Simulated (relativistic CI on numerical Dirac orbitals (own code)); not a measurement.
## Bi12+: sensitivity of the levels to the model

Base calculation: Dirac-Coulomb-Breit CI, orbitals from a KLI potential per configuration, model QED (radiative potential, 1s self-energy scaled to tabulated hydrogen-like ionisation energies), unscaled Slater integrals.

Configurations in the expansion (outside the closed core [Kr] 4d10): 4f¹⁴5s²5p⁶5d³, 4f¹⁴5s²5p⁶5d²5f, 4f¹⁴5s²5p⁶5d²6s, 4f¹⁴5s²5p⁵5d⁴, 4f¹⁴5s²5p⁶5d²6p, 4f¹⁴5s²5p⁶5d²5g, 4f¹⁴5s5p⁶5d⁴, 4f¹⁴5s²5p⁶5d6s6p, 4f¹⁴5s²5p⁶5d5f6s, 4f¹⁴5s²5p⁵5d³5f, 4f¹⁴5s²5p⁶5d²6d, 4f¹⁴5s²5p⁶5d²7s, 4f¹⁴5s²5p⁵5d³5g, 4f¹⁴5s²5p⁵5d³6s, 4f¹⁴5s²5p⁶5d²7p, 4f¹⁴5s5p⁶5d³5f, 4f¹⁴5s²5p⁶5d²6f, 4f¹⁴5s²5p⁶5d²7d, 4f¹⁴5s²5p⁶5d5g6p, 4f¹³5s²5p⁶5d⁴, 4f¹⁴5s²5p⁶5d5f5g, 4f¹⁴5s²5p⁶5d²8s, 4f¹⁴5s²5p⁶5d²8p, 4f¹⁴5s²5p⁶5d5f², 4f¹⁴5s²5p⁶5f³, 4f¹⁴5s²5p⁶5f²6s, 4f¹⁴5s²5p⁶5f²6p, 4f¹⁴5s²5p⁶5f²5g, 4f¹⁴5s²5p⁶5d6s², 4f¹⁴5s²5p⁶5f6s², 4f¹⁴5s²5p⁶6s²6p, 4f¹⁴5s²5p⁶5g6s², 4f¹⁴5s²5p⁶5d6p², 4f¹⁴5s²5p⁶5f6p², 4f¹⁴5s²5p⁶6s6p², 4f¹⁴5s²5p⁶6p³, 4f¹⁴5s²5p⁶5g6p², 4f¹⁴5s²5p⁶5d5f6p, 4f¹⁴5s²5p⁶5f6s6p, 4f¹⁴5s²5p⁶5f5g6p, 4f¹⁴5s²5p⁶5d5g², 4f¹⁴5s²5p⁶5f5g², 4f¹⁴5s²5p⁶5g²6s, 4f¹⁴5s²5p⁶5g²6p, 4f¹⁴5s²5p⁶5g³, 4f¹⁴5p⁶5d⁵, 4f¹⁴5p⁵5d⁶, 4f¹⁴5s²5p⁶5d5g6s, 4f¹⁴5s²5p⁶5f5g6s, 4f¹⁴5s²5p⁶5g6s6p, 4f¹⁴5s5p⁶5d²6s², 4f¹⁴5s5p⁶5d5f6s², 4f¹⁴5s5p⁶5d6s²6p, 4f¹⁴5s5p⁶5d5g6s². Double excitations out of closed p, d and f shells are left out; levels of such configurations are missing from the list, as are those of other unlisted configurations, and high levels can miss mixing partners. These lack a partner that the ground configuration has and come out too high: 4f¹⁴5s²5p⁵5d³5f, 4f¹⁴5s²5p⁶5d²6d, 4f¹⁴5s²5p⁶5d²7s, 4f¹⁴5s²5p⁵5d³5g, 4f¹⁴5s²5p⁵5d³6s.

The lowest level and the first level of each name with at least 55 % of one term (blank where a level has no safe partner in the second run):

| Level | Base (cm⁻¹) | Shift (cm⁻¹) |
| --- | --- | --- |
| 4f¹⁴5s²5p⁶5d³ ⁴F3/2 | 0 | 0 |
| 4f¹⁴5s²5p⁶5d³ ⁴F5/2 | 22672 | -78 |
| 4f¹⁴5s²5p⁶5d³ ⁴F7/2 | 34294 | -93 |
| 4f¹⁴5s²5p⁶5d³ ⁴P1/2 | 39616 | -76 |
| 4f¹⁴5s²5p⁶5d³ ⁴P5/2 | 60545 | -115 |
| 4f¹⁴5s²5p⁶5d³ ²G7/2 | 60553 | -158 |
| 4f¹⁴5s²5p⁶5d³ ²P1/2 | 75135 | -173 |
| 4f¹⁴5s²5p⁶5d³ ²H11/2 | 78196 | -169 |
| 4f¹⁴5s²5p⁶5d³ ²D5/2 | 82983 | -152 |
| 4f¹⁴5s²5p⁶5d³ ²F5/2 | 87362 | -161 |
| 4f¹⁴5s²5p⁶5d³ ²F7/2 | 91537 | -161 |
| 4f¹⁴5s²5p⁶5d²6s ⁴F3/2 | 434752 | -993 |
| 4f¹⁴5s²5p⁶5d²6s ⁴P1/2 | 463734 | -939 |
| 4f¹⁴5s²5p⁶5d²6s ⁴F7/2 | 466163 | -916 |
| 4f¹⁴5s²5p⁶5d²6s ⁴P3/2 | 481562 | -913 |
| 4f¹⁴5s²5p⁶5d²6s ⁴F9/2 | 481742 | -904 |
| 4f¹⁴5s²5p⁶5d²6s ²P1/2 | 493026 | -774 |
| 4f¹⁴5s²5p⁶5d²6s ²G9/2 | 511083 | -849 |
| 4f¹⁴5s²5p⁶5d²6s ²S1/2 | 553717 | -701 |
| 4f¹⁴5s²5p⁶5d²6p ⁴G°5/2 | 570389 | -958 |

At this charge energies of transitions that change n are usually good to better than 1 %, and those within a shell (Δn = 0) to a few per cent. Terms inside the open d or f shell come out 10 to 20 % too wide with unscaled integrals. Levels and lines within the n = 5 or 6 shells can be off by up to 10 % or somewhat more, and those that change n by about 2 %, since core polarisation is missing.

One thing was changed in a second run, which moved the levels as shown. Which?
A. configuration mixing switched off
B. QED terms removed
C. Breit term removed
D. one mean potential for all configurations

D. One mean potential for all configurations. One potential for all configurations removes the relaxation of the orbitals, which moves whole configurations and changes the integrals a little.

LS names give the leading component of a level, which can be under half, so a name can repeat, a term be missing and a line seem to break the LS rules.
